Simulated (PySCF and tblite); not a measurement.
Values are calculated unless marked as measured or tabulated.
C₅H₇BrO, numbered as in [Br:1][C@@H:2]1[CH:3]=[CH:4][O:5][CH2:6][CH2:7]1.

The ensemble was built from 60 distance-geometry starts (ETKDG and KDG, MMFF94s, GFN2-xTB) and rests on GFN2-xTB geometries. Free energies are PBE0-D3(BJ)/pcSseg-1 single points with GFN2-xTB rigid-rotor and vibrational terms (modes under about 100 cm⁻¹ blended into free rotors). Symmetry numbers and mirror images are counted. Conformers within 3 kcal/mol (GFN2-xTB free energy) were kept, 10 at most. (PySCF 2.14, tblite 0.8.)

The 6-ring runs over atoms 2–3–4–5–6–7.

```tsv
conformer	shape	symmetry	dipole D
1	6-ring half-chair (ring torsions 3, 12, -43, 60, -44, 15°)	C1	1.90
2	6-ring half-chair (ring torsions -4, -8, 41, -61, 47, -18°)	C1	1.98
```

Q: Which of these conformers is the most populated at 298.15 K, and with what share?

A: Conformer 1, about 98 %.

Q: Give the DFT energies and free energies relative to the lowest, and all weights.

A: 
```json
{"conformer": "1", "shape": "6-ring half-chair (ring torsions 3, 12, -43, 60, -44, 15°)", "E(DFT) kcal/mol": "0.00", "G(298.15 K) kcal/mol": "0.00", "weight %": "98.5"}
{"conformer": "2", "shape": "6-ring half-chair (ring torsions -4, -8, 41, -61, 47, -18°)", "E(DFT) kcal/mol": "2.58", "G(298.15 K) kcal/mol": "2.46", "weight %": "1.6"}
```

Q: How does its share change from 220 K to 380 K?

A: From 100 % to 96 %; the mixing entropy goes from 0.04 to 0.32 cal/(mol K).
